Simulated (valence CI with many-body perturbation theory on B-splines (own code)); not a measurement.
Missing levels of N2+

Computed by configuration interaction combined with many-body perturbation theory (CI+MBPT): three valence electrons over a frozen Dirac-Fock core [He], radial functions for each j: 11 s, 11 p, 9 d, 7 f, 5 g, 2 h, 1 i, with the one-electron correlation potential Σ1 (screened to all orders), the two-electron term Σ2, the three-electron term Σ3, Breit, model QED; selected single and double excitations, second order for the rest, scaled by the run's own slope (own B-spline code, finite nucleus).

Against 59 measured levels this calculation errs by 57 cm⁻¹ on average and by 133 at most. These come from a selection out of Moore, Selected Tables of Atomic Spectra, NSRDS-NBS 3, section 5. Levels without a partner in it may be off by more.

| Level | E (cm⁻¹) |
| --- | --- |
| 2s2 2p 2P°_1/2 | 0.0 |
| 2s2 2p 2P°_3/2 | 174 |
| 2s 2p2 4P_1/2 | ? |
| 2s 2p2 4P_3/2 | 57195 |
| 2s 2p2 4P_5/2 | 57275 |
| 2s 2p2 2D_5/2 | ? |
| 2s 2p2 2D_3/2 | 101085 |
| 2s 2p2 2S_1/2 | 131130 |
| 2s 2p2 2P_1/2 | 146009 |
| 2s 2p2 2P_3/2 | 146117 |
| 2p3 4S°_3/2 | 186825 |
| 2p3 2D°_5/2 | ? |
| 2p3 2D°_3/2 | 203147 |
| 2s2 3s 2S_1/2 | 221261 |
| 2p3 2P°_1/2 | ? |
| 2p3 2P°_3/2 | ? |
| 2s2 3p 2P°_1/2 | 245612 |
| 2s2 3p 2P°_3/2 | ? |
| 2s2 3d 2D_3/2 | 267198 |
| 2s2 3d 2D_5/2 | 267204 |

(1) The levels stand in rising order. What does the calculation give for the missing energies?

## Answers

(1) 2s 2p2 4P_1/2 57135; 2s 2p2 2D_5/2 101078; 2p3 2D°_5/2 203131; 2p3 2P°_1/2 230526; 2p3 2P°_3/2 230530; 2s2 3p 2P°_3/2 245648.
